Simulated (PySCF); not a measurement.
Gas-phase reaction: Sn(OH)2 + 2 SnO ⇌ 2 SnO2 + SnH2

Energies from PySCF, thermal terms from the rigid-rotor harmonic-oscillator model, ideal gas at 1 bar. † marks an energy on the PBE0/def2-TZVP geometry and frequencies. MP2 freezes the core. All species are closed-shell singlets. Sn: scalar-relativistic def2 core potential, no spin-orbit coupling. Sn(OH)2, SnO2, SnH2: computed as isolated molecules; such fragments, hydroxides, amides, oligomers or adducts are transient or little studied in the gas. MP2 isn't extrapolated to the basis-set limit.

```json
[
 {"level": "MP2/def2-SVP†", "ΔH°(298 K), kJ": "…"},
 {"level": "MP2/def2-TZVPP†", "ΔH°(298 K), kJ": "647"},
 {"level": "PBE/def2-TZVP†", "ΔH°(298 K), kJ": "…"},
 {"level": "PBE0/def2-QZVP†", "ΔH°(298 K), kJ": "635"},
 {"level": "r2SCAN/def2-TZVP†", "ΔH°(298 K), kJ": "607"}
]
```

Task: Some entries are withheld; supply them.

Result: 
- MP2/def2-SVP†, ΔH°(298 K), kJ: 672
- PBE/def2-TZVP†, ΔH°(298 K), kJ: 586
